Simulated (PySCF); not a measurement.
Stepwise substitution at one centre (Ga NH2-SiH3). All species are isolated molecules in the gas phase. One relaxed conformer stands for each flexible species; it need not be the lowest. Strings in code marks are SMILES.

The HOMO from two functionals at the same geometries (r2SCAN-D4/def2-TZVP), both in PySCF: PBE-D3(BJ)/def2-TZVP and r2SCAN-D4/def2-TZVP. 

```
species                                                   r2SCAN-D4/def2-TZVP (eV)
--------------------------------------------------------  ------------------------
0 of 3 NH2 replaced by SiH3                                                  -5.65
1 of 3 NH2 replaced by SiH3 (`[NH2][Ga]([NH2])[SiH3]`)                       -5.62
2 of 3 NH2 replaced by SiH3 (`[NH2][Ga]([SiH3])[SiH3]`)                      -6.38
3 of 3 NH2 replaced by SiH3 (`[SiH3][Ga]([SiH3])[SiH3]`)                     -6.52
```

Question: What does PBE-D3(BJ)/def2-TZVP give for each?

Answer: 
- 0 of 3 NH2 replaced by SiH3: -5.35
- 1 of 3 NH2 replaced by SiH3 (`[NH2][Ga]([NH2])[SiH3]`): -5.34
- 2 of 3 NH2 replaced by SiH3 (`[NH2][Ga]([SiH3])[SiH3]`): -6.15
- 3 of 3 NH2 replaced by SiH3 (`[SiH3][Ga]([SiH3])[SiH3]`): -6.30
Over these rows, drawn at random from the members with no instability flagged (it was tested for open shells, ions and some series alone), PBE minus r2SCAN-D4: mean +0.26 eV, from +0.22 eV to +0.31 eV.
